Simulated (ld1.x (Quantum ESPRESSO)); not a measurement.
u(r) = r·R(r): atom against pseudo-atom (silicon)

Columns: radius, all-electron u(r) and pseudo u(r) of the 3p shell (level -4.12 eV) of silicon in the configuration [Ne] 3s2 3p2; PW91, scalar-relativistic, PAW scheme, ld1.x (Quantum ESPRESSO) 7.5.

```tsv
r (bohr)	all-electron	pseudo
0.110	0.1153	-0.0061
0.220	0.2296	-0.0241
0.330	0.2593	-0.0531
0.440	0.2221	-0.0917
0.550	0.1458	-0.1378
0.660	0.0513	-0.1894
0.770	-0.0482	-0.2442
0.880	-0.1448	-0.2997
0.990	-0.2340	-0.3540
1.100	-0.3138	-0.4052
1.210	-0.3835	-0.4519
1.320	-0.4432	-0.4931
1.430	-0.4933	-0.5283
1.540	-0.5342	-0.5574
1.650	-0.5663	-0.5805
1.760	-0.5905	-0.5982
1.870	-0.6074	-0.6109
1.980	-0.6180	-0.6191
2.090	-0.6231	-0.6232
2.200	-0.6234	-0.6234
2.310	-0.6197	-0.6197
2.420	-0.6125	-0.6125
2.530	-0.6026	-0.6026
2.640	-0.5903	-0.5903
2.750	-0.5761	-0.5761
2.860	-0.5605	-0.5605
```

(1) How many radial nodes do the two functions have?

(2) At about which radius was the pseudo-wave matched?

(3) Where does each function peak?

(4) Is the pseudo-wave norm-conserving?

Answers

(1) The all-electron 3p function has n − l − 1 = 1; the pseudo-wave has 0, since the states of the same l below it are removed with the core.

(2) 2.20 bohr. The columns agree to 0.0005 from 2.09 bohr on; several derivatives are matched, so the curves merge somewhat inside the radius.

(3) Outermost all-electron maximum near 2.20 bohr, pseudo maximum near 2.20 bohr (to the table’s step).

(4) No, it belongs to a PAW set: the norm inside the radius is not constrained, and the difference is carried by the augmentation charge.
